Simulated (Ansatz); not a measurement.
`[SeH][SiH]1BO1` and `B[SiH]1BO1` differ in one atom or group.

Ansatz, PBE0-D4/def2-TZVP geometries, multiplicity 1. Each molecule was computed in one conformer, which needn't be the lowest.

Scalar relativity is left out up to krypton.

```tsv
property	`[SeH][SiH]1BO1`
size of the dipole moment (PBE/def2-TZVPP) / D	0.94
LUMO energy (B3LYP/def2-TZVPP) / eV	-1.48
HOMO energy (ωB97M-V/def2-TZVPP) / eV	-9.17
HOMO energy (PBE0/def2-TZVPP) / eV	-7.07
HOMO–LUMO gap (PBE/def2-TZVPP) / eV	3.69
HOMO–LUMO gap (B3LYP/def2-TZVPP) / eV	5.39
```

Q: What does the change do to each property? (Best estimate.)

A: Ansatz gave: 
```
                                      property  `B[SiH]1BO1`  shift
size of the dipole moment (PBE/def2-TZVPP) / D          0.66  -0.28
           LUMO energy (B3LYP/def2-TZVPP) / eV         -2.83  -1.35
         HOMO energy (ωB97M-V/def2-TZVPP) / eV         -8.92   0.25
            HOMO energy (PBE0/def2-TZVPP) / eV         -6.93   0.14
           HOMO–LUMO gap (PBE/def2-TZVPP) / eV          2.49  -1.20
         HOMO–LUMO gap (B3LYP/def2-TZVPP) / eV          3.92  -1.47
```

With PBE0 the HOMO rises by 0.14 eV and the LUMO falls by 1.39 eV, so the gap narrows by about 1.53 eV. PBE moves the HOMO by -0.05 eV and ωB97M-V by 0.25 eV. The zero-point energy changes by 29.8 kJ/mol with +3 modes. Dipoles are sizes alone; their direction can turn.

B3LYP here is the variant with VWN-RPA as its local correlation; programs differ in this.

Spin–orbit coupling is left out; it splits and shifts lone-pair levels of the heavy atoms by tenths of an eV.
